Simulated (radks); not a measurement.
Charge is removed step by step from the 6s1/2 level of Ho, starting from [Xe] 4f11 6s2. All-electron calculation, Dirac Kohn-Sham, PBE, spin-unpolarised, spherical densities, finite nucleus; open shells are shared between the two j in proportion to 2j + 1; Fermi nuclear charge, rms radius 5.2022 fm. Program: a radial shooting solver on a logarithmic mesh with Libxc functionals.

removed (e),E - E(0) (eV),eigenvalue (eV),E minus straight line (eV)
0,0.000,-3.790,0.000
0.125,0.511,-4.395,-0.278
0.25,1.099,-5.012,-0.479
0.375,1.765,-5.642,-0.602
0.5,2.510,-6.283,-0.646
0.625,3.336,-6.934,-0.609
0.75,4.244,-7.596,-0.489
0.875,5.235,-8.267,-0.287
1,6.311,-8.949,0.000

Removing the whole electron costs 6.311 eV by Delta-SCF, against 3.790 eV from minus the eigenvalue at the starting occupation. Slater's transition state (half an electron removed) gives 6.283 eV. Integrating minus the eigenvalue over the occupation (Janak's theorem) gives 6.311 eV. The mean slope of the eigenvalue, de/dn, is 5.16 eV per electron. Ionisation energy of Ho in the NIST Atomic Spectra Database: 6.022 eV (measured).

Beside tabulated values, note that spin-unpolarised runs miss the spin-polarisation part of the exchange energy of open shells.
